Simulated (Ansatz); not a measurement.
Computed with Ansatz.

A structure relaxed at PBE0-D4/def2-TZVP, charge 0, multiplicity 1:

```xyz
10

F    -0.776    2.454    0.274
Si   -0.944    1.101   -0.560
N     0.452    0.106   -0.420
Si    0.790   -1.144    0.681
F     0.632   -2.574    0.016
F    -0.288   -1.057    1.837
H    -2.109    0.382   -0.010
H    -1.099    1.498   -1.975
H     1.193    0.313   -1.078
H     2.149   -1.080    1.236
```

Question: Give its formula and SMILES.

Answer: F3H4NSi2, `F[SiH2]N[SiH](F)F`.

Question: Summarise the bond lengths by kind.

Answer: 3 × F–Si 1.583 to 1.597 Å; 2 × N–Si 1.700 to 1.720 Å; 3 × H–Si 1.470 to 1.479 Å; 1 × H–N 1.012 Å.
